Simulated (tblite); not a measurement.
trisilane (H8Si3), singlet, geometry from GFN2-xTB; tblite with GFN1-xTB.

The tblite input:
```
$ tblite run mol.xyz --method gfn1 --charge 0 --spin 0 --efield 0,0,0.1 --json tblite.json --no-restart

# file mol.xyz
11

Si     1.84434748     0.77811444    -0.03231500
Si     0.16416537    -0.81270586    -0.09228709
Si    -1.99843538    -0.01529745     0.11893695
H      3.19901703     0.23312390    -0.14758428
H      1.70184530     1.75355602    -1.11706786
H      1.81606434     1.54371778     1.21735150
H      0.41379658    -1.82450880     0.94977864
H      0.27643206    -1.59248980    -1.33779706
H     -2.32028977     0.95246609    -0.93389650
H     -2.19373438     0.68155636     1.39358787
H     -3.03421581    -1.04897755     0.05493974
```

Output, abridged:

```
xTB calculator
 | screened Coulomb repulsion
 | Coulomb electrostatics
 |  * isotropic Klopman-Ohno-Mataga-Nishimoto electrostatics
 |  * onsite third-order electrostatics
 | DFT-D3(BJ) dispersion correction
 | Interactions (1)
 | [1] electric field

halogen bonding energy    0.0000000000000E+00 Eh
repulsion energy          9.0371929677242E-02 Eh
dispersion energy        -3.8264268597337E-03 Eh
interaction energy        0.0000000000000E+00 Eh
number of electrons       2.0000000000000E+01 e
integral cutoff           2.8146159136829E+01 bohr

------------------------------------------------------------
  cycle        total energy    energy error   density error
------------------------------------------------------------
      1     -9.830382508203  -9.9169280E+00   1.9905967E-01
      2     -9.850007775892  -1.9625268E-02   1.1207130E-01
      3     -9.851185846084  -1.1780702E-03   2.3793224E-02
      4     -9.851811401448  -6.2555536E-04   3.4623909E-03
      5     -9.851841347842  -2.9946395E-05   1.2356297E-03
      6     -9.851842444408  -1.0965653E-06   3.5785615E-04
      7     -9.851842901905  -4.5749711E-07   6.6813073E-05
      8     -9.851842909620  -7.7153164E-09   7.1709280E-06
------------------------------------------------------------

electronic energy        -9.9383884124376E+00 Eh
total energy             -9.8518429096201E+00 Eh

Post processing:
 | Mayer-Wiberg bond orders

[Info] JSON dump of results written to 'tblite.json'
```
